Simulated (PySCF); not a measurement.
C4H5BO2, SMILES C#CB(O)C(C)=O.

Geometry optimised at r2SCAN-D4/def2-SVP. The structure was generated by enumeration, and PubChem lists no compound with its InChIKey, so it may never have been made. One conformer was computed; it need not be the lowest.

Method: TDA-PBE/def2-SVPD run with PySCF.

Vertical excitations. Isolated molecule, no solvent.

Computed lowest excited states:
| state | energy (eV) | λ (nm) | f | main pairs |
|---|---|---|---|---|
| S1 | 3.28 | 378 | 0.028 | HOMO→LUMO 97 % |
| S2 | 3.68 | 337 | 0.002 | HOMO→LUMO+1 99 % |
| S3 | 4.79 | 259 | 0.007 | HOMO→LUMO+2 95 % |
| S4 | 4.84 | 256 | 0.000 | HOMO−1→LUMO 97 % |
| S5 | 5.28 | 235 | 0.005 | HOMO−2→LUMO 49 %, HOMO−1→LUMO+1 30 %, HOMO−2→LUMO+1 12 %, HOMO→LUMO+3 8 % |
| S6 | 5.31 | 233 | 0.018 | HOMO→LUMO+3 82 %, HOMO−1→LUMO+1 17 % |
| S7 | 5.51 | 225 | 0.021 | HOMO−2→LUMO+1 61 %, HOMO−1→LUMO+1 28 % |
| S8 | 5.95 | 208 | 0.070 | HOMO→LUMO+4 99 % |
| S9 | 6.12 | 203 | 0.115 | HOMO−2→LUMO 25 %, HOMO−1→LUMO+2 24 %, HOMO−2→LUMO+1 19 %, HOMO−1→LUMO+1 13 % |
| S10 | 6.23 | 199 | 0.015 | HOMO→LUMO+5 94 % |
| T1 | 2.66 | 466 | 0 | HOMO→LUMO 97 % |
| T2 | 3.19 | 388 | 0 | HOMO→LUMO+1 97 % |
| T3 | 4.33 | 286 | 0 | HOMO−2→LUMO 81 % |
| T4 | 4.52 | 274 | 0 | HOMO−1→LUMO 85 % |
Triplets are in the Tamm–Dancoff approximation.
